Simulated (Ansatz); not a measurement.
A thermochemical cycle in electronic energies (no zero-point or thermal terms), species as SMILES, kcal/mol. Each molecule is optimised on its own at B3LYP-D3(BJ)/def2-TZVP (Ansatz, a quantum-chemistry and plane-wave program), one conformer each, not searched for the lowest. Valence correlation only, unless marked. UHF or UKS for open shells. Spin-orbit coupling is left out. Non-relativistic. CBS marks a two-point X^-3 extrapolation of the correlation energy; Hartree-Fock from the larger set. The bracket is a focal-point correction in the basis named. Anions need diffuse functions, of which def2-TZVPD holds fewer than the aug- sets.

| step | RI-MP2/CBS(aug-cc-pVTZ,aug-cc-pVQZ)+[CCSD(T)-MP2]/aug-cc-pVTZ (Ansatz) | wB97M-V/def2-TZVPD (Ansatz) |
|---|---|---|
| bond energy D: O=CO → O=[C]O + H atom | 107.5 | 106.4 |
| deprotonation energy A: O=CO -> O=[C-]O + H+ | 386.4 | 382.7 |
| ionisation of the H atom at the same level, IE | 313.7 | 310.1 |

Problem. Find the electron affinity EA, positive where the anion is bound: O=[C]O + e- → O=[C-]O.

Solution. Breaking the bond, ionising the H atom and attaching the electron to the radical add up to the deprotonation, A = D + IE - EA. At RI-MP2/CBS(aug-cc-pVTZ,aug-cc-pVQZ)+[CCSD(T)-MP2]/aug-cc-pVTZ: EA = D + IE - A = 107.5 + 313.7 - 386.4 = 34.8. At wB97M-V/def2-TZVPD: EA = D + IE - A = 106.4 + 310.1 - 382.7 = 33.8. The functional differs from the first level by -1.1 in D, -1.0 in EA and -3.7 in A; for EA and A the gap mixes functional and basis. The site is the one shown; other sites or isomers of the anion may lie lower.
